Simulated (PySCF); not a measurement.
**Ionisation energy of Nb³⁵⁺ by level of theory**

Nb³⁵⁺ [He] 2s2 2p2 [2p1/2^2, M_J = 0] → Nb³⁶⁺ [He] 2s2 2p1 [2p1/2^1, M_J = 1/2], as a difference of total energies. All numbers are calculated (PySCF 2.14, the two-component X2C-1e Hamiltonian, in an uncontracted even-tempered set (17 s from 15 bohr⁻², ratio 2.4; 12 p from 19 bohr⁻², ratio 2.4; 5 d from 66 bohr⁻², ratio 2.6; 4 f from 99 bohr⁻², ratio 2.6)). Correlated levels: nothing frozen; the 32 highest virtual spinors dropped. "Screened" scales the spin-orbit matrix elements by Boettger's factors to mimic the two-electron term; Breit and QED terms are absent.

```json
{"method": "GHF (spin-free)", "ionisation energy (eV)": "4770.5"}
{"method": "GMP2 (spin-free)", "ionisation energy (eV)": "4770.1"}
{"method": "GHF (screened spin-orbit)", "ionisation energy (eV)": "4823.8"}
{"method": "GMP2 (screened spin-orbit)", "ionisation energy (eV)": "4826.2"}
```

Question: How much does correlation contribute at GMP2 (screened spin-orbit)?

Answer: 4826.2 − (4823.8) = 2.4 eV, measured against GHF (screened spin-orbit).

For this ion Breit and QED terms and the two-electron picture change, all absent here, outweigh the correlation shift from GHF to GMP2.

The spin-free rows relax to the high-spin LS determinant and lack the spin-orbit shift.

The labels give the starting determinants; with spin-orbit coupling the two ends relaxed to ⟨J²⟩ = 0.00, ⟨L²⟩ = 1.33, ⟨S²⟩ = 1.33 and ⟨J²⟩ = 0.75, ⟨L²⟩ = 2.00, ⟨S²⟩ = 0.75.

For comparison: 4815 ± 5 eV (semi-empirical (NIST evaluation); NIST Atomic Spectra Database, ionization energies).
